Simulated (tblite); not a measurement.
Compound: C4H7F2OSi (charge -1).
Structure used (GFN2-xTB), in Å, numbered top down from 1:
```
atom  x, y, z in Å
C1    -1.8196    1.5476   -0.6070
C2    -1.1472    0.4540   -0.2220
C3    -1.8639   -0.8099    0.1669
O4     0.1618    0.4300   -0.1777
Si5    1.1217   -0.8536    0.4832
C6     2.8028   -0.0158   -0.0313
F7     3.3599    0.7342    0.9905
F8     3.7795   -0.9584   -0.3010
H9    -2.8949    1.5591   -0.6497
H10   -1.3050    2.4514   -0.8844
H11   -2.9423   -0.6687    0.1820
H12   -1.6086   -1.6053   -0.5319
H13   -1.4978   -1.1205    1.1459
H14    1.0667   -1.7961   -0.6905
H15    2.7826    0.6600   -0.9062
```

Structure optimised with GFN2-xTB, isolated species.

Take the most abundant isotopes and a rigid rotor. The values belong to one conformer with, in the numbering `[CH2:1]=[C:2]([CH3:3])[O:4][SiH-:5][CH:6]([F:7])[F:8]`, C1–C2–O4–Si5 172°, C2–O4–Si5–C6 176°, O4–Si5–C6–F7 95°.

Q: What are A, B and C (cm⁻¹)?

A: Ia = 128.85, Ib = 648.58, Ic = 716.34 u·Å²; 505379 MHz·u·Å²/I gives 3922, 779.2 and 705.5 MHz, that is A = 0.13083, B = 0.02599, C = 0.02353 cm⁻¹.

Q: Classify the top.

A: A near-prolate asymmetric top. Ray's parameter κ = (2B − A − C)/(A − C) = -0.954; −1 is the prolate and +1 the oblate limit.

Q: What does the inertial defect say?

A: Not planar: Δ = Ic − Ia − Ib = -61.09 u·Å². For a rigid frame Δ = −2 Σ m c², so Σ m c² = 30.55 u·Å² lies off the ab plane: 4.36 from hydrogen and 26.19 from heavier atoms. The atom farthest from that plane is 1.20 Å away.

Q: Estimate the classical rotational partition function at 10 K, 25 K and 100 K.

A: Point group C1, symmetry number σ = 1; q = (√π/σ)·√((kT/h)³/(ABC)), k/h = 20836.6 MHz/K: 3630 at 10 K, 14400 at 25 K, 115000 at 100 K.

Its GFN2-xTB frequencies are all real (lowest 33 cm⁻¹). No vibrational averaging or centrifugal distortion is included, and the geometry carries the error of its method.

The numbers are calculated, not measured.
